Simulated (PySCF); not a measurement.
## Computed structure and properties of [PmF4]−

System: [PmF4]− (singlet in the valence; each metal's 4f electrons, 4 of them, lie in its core potential, out of spins and levels); start: template (Td). Method: PySCF 2.14.0, RKS PBE0, Pm lcecp-1-SVP with ECP50, F def2-SVP; non-relativistic Hamiltonian with scalar-relativistic core potentials where named; density fitting; no spin-orbit coupling.

Input of the relaxation:

```python
mol = gto.M(atom='''
Pm     0.00000     0.00000     0.00000
F      1.23630     1.23630     1.23630
F     -1.23630    -1.23630     1.23630
F      1.23630    -1.23630    -1.23630
F     -1.23630     1.23630    -1.23630''',
    basis={'Pm': 'lcecp-1-SVP', 'F': 'def2-SVP'},
    ecp={'Pm': 'lcecp-1-SVP'},
    charge=-1, spin=0)
mf = dft.RKS(mol, xc='PBE0')
mf.grids.atom_grid = (50, 194)  # f atoms: unpruned, at least (60, 302)
mf = mf.density_fit()  # fitting sets: Pm AutoAux, F def2-universal-JKFIT
mf.conv_tol = 1e-08; mf.max_cycle = 55
mf.kernel(dm0)  # dm0: converged density of the start geometry
# quasi-Newton relaxation in Cartesian coordinates to a largest gradient under 0.00045 Eh/bohr, steps kept in the point group
```

Run from Python with OMP_NUM_THREADS=2; the lines above give its settings. Where DIIS fails, smearing, a level shift and second-order steps follow.
It took 6.7 s on 2 threads of Arm Neoverse V2 (shared host), from the converged density of the start.

Course of the relaxation:

| step | energy above end (eV) | largest force component within the symmetry (eV/Å) |
| --- | --- | --- |
| 0 | 0.0033 | 0.100 |
| 1 | 0.0003 | 0.028 |
| 2 | 0.0000 | 0.001 |

Relaxed geometry (Td):

```xyz
5

Pm    0.0000    0.0000    0.0000
F     1.2308    1.2308    1.2308
F    -1.2308   -1.2308    1.2308
F     1.2308   -1.2308   -1.2308
F    -1.2308    1.2308   -1.2308
```

| contact | Å |
| --- | --- |
| Pm1–F2 (F) | 2.132 |
| Pm1–F3 (F) | 2.132 |
| Pm1–F4 (F) | 2.132 |
| Pm1–F5 (F) | 2.132 |

On the finer grid (75, 302):

```json
{
  "HOMO": "-4.75 eV",
  "LUMO": "3.69 eV",
  "Dipole about the centre of mass": "0.00 D",
  "Set of Mulliken populations of Pm1 outside the core potential": "s 2.14, p 6.33, d 1.34, f 0.11",
  "D3(BJ) dispersion energy (not in the energies)": "-0.054 eV"
}
```

```
atom  Mulliken (e)  Löwdin (e)  spin (e)
 Pm1          1.07        0.58      0.00
  F2         -0.52       -0.39      0.00
  F3         -0.52       -0.39      0.00
  F4         -0.52       -0.39      0.00
  F5         -0.52       -0.39      0.00
```

The 4f levels lie in the core potential and are missing. Their spin isn't counted.

On the grid (50, 194), as all that follows. Harmonic modes: a minimum; lowest 106 cm⁻¹ (negative: unstable), highest 516 cm⁻¹, zero-point energy 0.159 eV.

Taking off one F (charge -1, singlet; the rest: singlet) in vacuum, both parts rigid, costs 6.45 eV; the small basis without counterpoise inflates it.

Rigid scan of F along the line from its metal:

```json
{"distance to F2 (Å)": "1.83", "energy (eV)": "1.114"}
{"distance to F2 (Å)": "1.93", "energy (eV)": "0.423"}
{"distance to F2 (Å)": "2.03", "energy (eV)": "0.091"}
{"distance to F2 (Å)": "2.13", "energy (eV)": "0.000"}
{"distance to F2 (Å)": "2.23", "energy (eV)": "0.066"}
{"distance to F2 (Å)": "2.33", "energy (eV)": "0.233"}
{"distance to F2 (Å)": "2.53", "energy (eV)": "0.723"}
{"distance to F2 (Å)": "2.83", "energy (eV)": "1.562"}
{"distance to F2 (Å)": "3.23", "energy (eV)": "2.562"}
{"distance to F2 (Å)": "3.73", "energy (eV)": "3.473"}
```

One start shape was tried, so this needn't be the lowest isomer.

An lcecp potential fixes the number of 4f electrons, so in runs with it no electron can move into or out of that shell.
